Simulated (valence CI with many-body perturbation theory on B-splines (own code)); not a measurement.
**As26+: calculated level list**

Computed by valence CI with perturbative core correlation (CI+MBPT): five valence electrons over a frozen Dirac-Fock core [He], a basis of 11 s, 11 p, 10 d, 8 f, 5 g, 2 h functions for each j, with the one-electron correlation potential Σ1 (screened to all orders), the two-electron term Σ2, the three-electron term Σ3, Breit, model QED; selected single and double excitations, second order for the rest, scaled by the run's own slope (own B-spline code, finite nucleus).

The last digits are not significant, and no measured levels were compared; by estimate large intervals hold to a few tenths of a per cent, small ones and those within an open d or f shell to about a per cent. Among the levels kept, up to 5300 cm⁻¹ of a level comes from second order outside the variational space, and about a tenth of that is noise between levels of different J, which matters for small intervals.

Levels 1 to 45 of 209, with energies above the lowest level, (2s^2 2p1/2^2 2p3/2) J=3/2. "Leading %" is the weight of the configuration and term that name the level; weights of strongly mixed levels are sums over their largest components and can fall short, so below about 35 % the name and the second component can differ from the true leading terms, or belong to a minority configuration. In the jj column 3d3/2^4 stands for four electrons in 3d with j = 3/2. Lifetimes count E1, E2, E3, M1 and M2 decay at the calculated energies, and are blank where another channel may lead or the interval is too uncertain; long ones can be off by a factor of two.

| No. | Configuration | Term | J | E (× 10³ cm⁻¹) | Leading % | Lifetime | Leading jj | g |
| --- | --- | --- | --- | --- | --- | --- | --- | --- |
| 1 | 2s²2p³ | ⁴S° | 3/2 | 0.00 | 58 |  | 2s^2 2p1/2^2 2p3/2 (86 %) | 1.643 |
| 2 | 2s²2p³ | ²D° | 3/2 | 263.63 | 58 | 2.80 μs | 2s^2 2p1/2 2p3/2^2 (88 %) | 1.239 |
| 3 | 2s²2p³ | ²D° | 5/2 | 349.71 | 100 | 15.5 μs | 2s^2 2p1/2 2p3/2^2 (100 %) | 1.194 |
| 4 | 2s²2p³ | ²P° | 1/2 | 467.91 | 99 | 1.83 μs | 2s^2 2p1/2 2p3/2^2 (99 %) | 0.657 |
| 5 | 2s²2p³ | ²P° | 3/2 | 706.93 | 61 | 739 ns | 2s^2 2p3/2^3 (96 %) | 1.236 |
| 6 | 2s2p⁴ | ⁴P | 5/2 | 1151.1 | 91 | 44.0 ps | 2s 2p1/2^2 2p3/2^2 (90 %) | 1.560 |
| 7 | 2s2p⁴ | ⁴P | 3/2 | 1339.8 | 86 | 20.1 ps | 2s 2p1/2 2p3/2^3 (57 %) | 1.623 |
| 8 | 2s2p⁴ | ⁴P | 1/2 | 1361.1 | 78 | 19.6 ps | 2s 2p1/2^2 2p3/2^2 (66 %) | 2.512 |
| 9 | 2s2p⁴ | ²D | 3/2 | 1604.0 | 72 | 10.6 ps | 2s 2p1/2 2p3/2^3 (58 %) | 0.999 |
| 10 | 2s2p⁴ | ²D | 5/2 | 1681.2 | 91 | 15.4 ps | 2s 2p1/2 2p3/2^3 (90 %) | 1.229 |
| 11 | 2s2p⁴ | ²S | 1/2 | 1830.7 | 45 | 6.20 ps | 2s 2p1/2 2p3/2^3 (54 %) | 1.570 |
| 12 | 2s2p⁴ | ²P | 3/2 | 1905.9 | 80 | 4.64 ps | 2s 2p1/2 2p3/2^3 (85 %) | 1.228 |
| 13 | 2s2p⁴ | ²P | 1/2 | 2193.5 | 60 | 5.02 ps | 2s 2p3/2^4 (76 %) | 1.236 |
| 14 | 2p⁵ | ²P° | 3/2 | 2903.7 | 98 | 5.47 ps | 2p1/2^2 2p3/2^3 (98 %) | 1.328 |
| 15 | 2p⁵ | ²P° | 1/2 | 3217.2 | 99 | 4.64 ps | 2p1/2 2p3/2^4 (99 %) | 0.657 |
| 16 | 2s²2p²3s | ⁴P | 1/2 | 12460 | 62 | 194 fs | 2s^2 2p1/2^2 3s (94 %) | 2.151 |
| 17 | 2s²2p²3s | ⁴P | 3/2 | 12704 | 90 | 248 fs | 2s^2 2p1/2 2p3/2 3s (98 %) | 1.692 |
| 18 | 2s²2p²3p | ⁴D° | 1/2 | 12736 | 47 | 17.0 ps | 2s^2 2p1/2^2 3p1/2 (94 %) | 0.680 |
| 19 | 2s²2p²3s | ²P | 1/2 | 12739 | 72 | 112 fs | 2s^2 2p1/2 2p3/2 3s (98 %) | 1.193 |
| 20 | 2s²2p²3s | ⁴P | 5/2 | 12777 | 57 | 203 fs | 2s^2 2p1/2 2p3/2 3s (92 %) | 1.425 |
| 21 | 2s²2p²3s | ²D | 3/2 | 12807 | 49 | 116 fs | 2s^2 2p1/2 2p3/2 3s (96 %) | 1.068 |
| 22 | 2s²2p²3p | ⁴D° | 3/2 | 12855 | 37 | 10.4 ps | 2s^2 2p1/2^2 3p3/2 (88 %) | 1.345 |
| 23 | 2s²2p²3p | ⁴P° | 1/2 | 12977 | 34 | 18.1 ps | 2s^2 2p1/2 2p3/2 3p1/2 (95 %) | 1.581 |
| 24 | 2s²2p²3p | ⁴D° | 3/2 | 13009 | 47 | 17.0 ps | 2s^2 2p1/2 2p3/2 3p1/2 (93 %) | 1.173 |
| 25 | 2s²2p²3p | ⁴D° | 5/2 | 13059 | 48 | 23.3 ps | 2s^2 2p1/2 2p3/2 3p1/2 (82 %) | 1.204 |
| 26 | 2s²2p²3p | ⁴P° | 5/2 | 13079 | 42 | 10.9 ps | 2s^2 2p1/2 2p3/2 3p3/2 (89 %) | 1.422 |
| 27 | 2s²2p²3s | ²D | 5/2 | 13090 | 56 | 170 fs | 2s^2 2p3/2^2 3s (92 %) | 1.364 |
| 28 | 2s²2p²3p | ⁴P° | 1/2 | 13094 | 49 | 10.9 ps | 2s^2 2p1/2 2p3/2 3p3/2 (93 %) | 1.951 |
| 29 | 2s²2p²3s | ²D | 3/2 | 13114 | 48 | 118 fs | 2s^2 2p3/2^2 3s (95 %) | 1.088 |
| 30 | 2s²2p²3p | ²D° | 3/2 | 13117 | 52 | 4.55 ps | 2s^2 2p1/2 2p3/2 3p3/2 (90 %) | 1.247 |
| 31 | 2s²2p²3p | ⁴D° | 7/2 | 13150 | 59 | 25.2 ps | 2s^2 2p1/2 2p3/2 3p3/2 (92 %) | 1.309 |
| 32 | 2s²2p²3p | ⁴S° | 3/2 | 13154 | 39 | 1.75 ps | 2s^2 2p1/2 2p3/2 3p1/2 (64 %) | 1.634 |
| 33 | 2s²2p²3d | ⁴F | 3/2 | 13160 | 46 | 147 fs | 2s^2 2p1/2^2 3d3/2 (94 %) | 0.746 |
| 34 | 2s²2p²3p | ²P° | 3/2 | 13192 | 56 | 4.12 ps | 2s^2 2p1/2 2p3/2 3p3/2 (73 %) | 1.228 |
| 35 | 2s²2p²3d | ⁴F | 5/2 | 13215 | 28 | 42.9 fs | 2s^2 2p1/2^2 3d5/2 (89 %) | 1.195 |
| 36 | 2s²2p²3p | ²D° | 5/2 | 13224 | 34 | 6.32 ps | 2s^2 2p1/2 2p3/2 3p3/2 (81 %) | 1.182 |
| 37 | 2s²2p²3s | ²S | 1/2 | 13273 | 78 | 148 fs | 2s^2 2p3/2^2 3s (93 %) | 1.980 |
| 38 | 2s²2p²3p | ²P° | 1/2 | 13278 | 76 | 3.48 ps | 2s^2 2p1/2 2p3/2 3p3/2 (81 %) | 0.778 |
| 39 | 2s2p³3s | ⁶S° | 5/2 | 13369 | 83 | 1.84 ps | 2s 2p1/2^2 2p3/2 3s (55 %) | 1.913 |
| 40 | 2s²2p²3d | ²P | 3/2 | 13409 | 39 | 78.9 fs | 2s^2 2p1/2 2p3/2 3d3/2 (94 %) | 0.965 |
| 41 | 2s²2p²3p | ²D° | 3/2 | 13417 | 30 | 1.24 ps | 2s^2 2p3/2^2 3p1/2 (80 %) | 1.330 |
| 42 | 2s²2p²3d | ⁴F | 5/2 | 13420 | 53 | 138 fs | 2s^2 2p1/2 2p3/2 3d3/2 (91 %) | 1.005 |
| 43 | 2s²2p²3d | ⁴D | 1/2 | 13423 | 80 | 169 fs | 2s^2 2p1/2 2p3/2 3d3/2 (98 %) | 0.199 |
| 44 | 2s²2p²3d | ⁴F | 7/2 | 13426 | 61 | 723 fs | 2s^2 2p1/2 2p3/2 3d5/2 (93 %) | 1.285 |
| 45 | 2s²2p²3p | ²D° | 5/2 | 13449 | 63 | 7.31 ps | 2s^2 2p3/2^2 3p1/2 (64 %) | 1.268 |

The ionisation energy to 2s²2p² ³P0 of the next ion comes out as 2765.3 eV (NIST: 2766 ± 21 eV (semi-empirical)). All 209 levels together are meant to be complete up to 15171 × 10³ cm⁻¹.
